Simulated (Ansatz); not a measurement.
# Relaxing a trial structure of BFH3NSi+

The starting geometry of this gas-phase doublet was optimised with GFN2-xTB; its bonds are those of `B=[NH+][SiH]F`.

```
atom    x (Å)    y (Å)    z (Å)
   B   0.5578   0.0226  -0.0422
   F  -2.1026   1.3467  -0.6145
   N   0.5412   1.0625  -0.8245
  Si  -0.9298   1.9871  -1.4728
   H   0.4061  -0.9023   0.6155
   H   1.3880   1.4835  -1.1932
   H  -0.7130   3.3904  -1.2205
```

Task: Predict what it relaxes into with r2SCAN-D4/def2-SVP.

Result: A new bond forms, giving a structure with F2 bridging B1 and Si4, given below by its coordinates. Distances that change by over a tenth: F2–Si4 (1.59 → 1.89 Å). Contacts that close: B1–F2 (3.03 → 1.49 Å).

The energy falls by 0.59 eV over 24 steps:

```json
{"step": "1", "E − E(last) (eV)": "0.589"}
{"step": "4", "E − E(last) (eV)": "0.486"}
{"step": "6", "E − E(last) (eV)": "0.479"}
{"step": "9", "E − E(last) (eV)": "0.471"}
{"step": "11", "E − E(last) (eV)": "0.470"}
{"step": "14", "E − E(last) (eV)": "0.452"}
{"step": "16", "E − E(last) (eV)": "0.213"}
{"step": "19", "E − E(last) (eV)": "0.002"}
{"step": "21", "E − E(last) (eV)": "0.000"}
{"step": "24", "E − E(last) (eV)": "0.000"}
```

Final geometry (Å):

```tsv
atom	x (Å)	y (Å)	z (Å)
B	-0.0541	0.3290	-0.1665
F	-1.4393	0.8349	-0.3586
N	0.6418	1.1670	-1.0304
Si	-0.7409	2.0750	-1.5969
H	0.1246	-0.5604	0.5974
H	1.6357	1.1548	-1.2545
H	-1.0201	3.3902	-0.9428
```

Frequencies at the end are all real (lowest 261 cm⁻¹). Open shells are spin-unrestricted. Run with Ansatz 0.2.0, 82 s on 1 thread of Intel(R) Xeon(R) 6975P-C (Granite Rapids), on a shared host.
